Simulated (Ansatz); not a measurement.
`[CH3][V](=[O])([OH])[F]` + H₂O → `[O]=[V]([OH])([OH])[F]` + CH₄ at 600 K and 1 bar (formal hydrolysis of a V–C bond).

Program: Ansatz. Geometries: PBE0-D4/def2-TZVP. ΔE: electronic, gas phase. CBS: MP2 limit from def2 TZ/QZ plus the TZ coupled-cluster correction, frozen cores. This one scheme is used for every species. For V outer-core shells are correlated without core-valence functions, which leaves a few kJ/mol of doubt a bond. Scalar relativity is left out up to krypton. Each species was taken in one conformer, which may not be the lowest.

```json
{"species": "`[CH3][V](=[O])([OH])[F]`", "CCSD(T)/CBS energy (Eh)": "-1234.17043", "H − E (kJ/mol)": "205.1", "S (J/(mol·K))": "434.8"}
{"species": "H₂O", "CCSD(T)/CBS energy (Eh)": "-76.37941", "H − E (kJ/mol)": "76.8", "S (J/(mol·K))": "212.8"}
{"species": "`[O]=[V]([OH])([OH])[F]`", "CCSD(T)/CBS energy (Eh)": "-1270.13585", "H − E (kJ/mol)": "142.0", "S (J/(mol·K))": "407.3"}
{"species": "CH₄", "CCSD(T)/CBS energy (Eh)": "-40.46206", "H − E (kJ/mol)": "140.4", "S (J/(mol·K))": "215.7"}
```

H − E and S are ideal-gas, rigid-rotor, harmonic terms from PBE0-D4/def2-TZVP, for one conformer and one mirror image of each species. 1 Eh = 2625.50 kJ/mol, R = 8.31446 J/(mol·K).

By hand: ΔE, ΔH, ΔS and ΔG.

ΔE = (-1270.13585) + (-40.46206) − (-1234.17043) − (-76.37941) = -0.04807 Eh = -126.2 kJ/mol. Δ(H − E) = 142.0 + 140.4 − 205.1 − 76.8 = 0.5, so ΔH = -125.7 kJ/mol. ΔS = 407.3 + 215.7 − 434.8 − 212.8 = -24.6 J/(mol·K). ΔG = -125.7 − 600 × (-24.6)/1000 = -110.9 kJ/mol.

By hand: the equilibrium constant, and the temperature at which ΔG would vanish if ΔH and ΔS stayed fixed.

log₁₀ K = −ΔG/(RT ln 10) = 9.7. ΔG = 0 at ΔH/ΔS = 5110 K, far beyond where these terms or the molecules hold.

ΔH outweighs TΔS. A doubt of 5 kJ/mol in ΔE shifts log₁₀ K by 0.4 here. Other conformers and mirror images would add mixing entropy, several J/(mol·K) or more a flexible species. These are equilibria of isolated gas molecules and say nothing of rates. Largest T1 diagnostic: 0.032 (customary marks: 0.02 for closed shells, 0.045 for open ones).
